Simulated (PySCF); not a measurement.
B(Me)(OMe)(SiH3) (C₂H₉BOSi), SMILES COB([SiH3])C.

Coordinates come from a B3LYP-D3(BJ)/def2-SVP optimisation. The structure was generated by enumeration, and PubChem lists no compound with its InChIKey, so it may never have been made. One conformer was computed; it need not be the lowest.

Vertical ionisation energy (IE) and electron affinity (EA) in eV. Rows of orbital energies are one-electron estimates. Where ΔSCF, EOM or ADC give a negative EA the extra electron is unbound and the value depends on the basis.

| level | IE | EA |
|---|---|---|
| −ε(HOMO), −ε(LUMO), M06-2X/def2-TZVP (PySCF) | 8.62 | -0.25 |
| −ε(HOMO), −ε(LUMO), PBE/def2-TZVP (PySCF) | 6.22 | 1.59 |
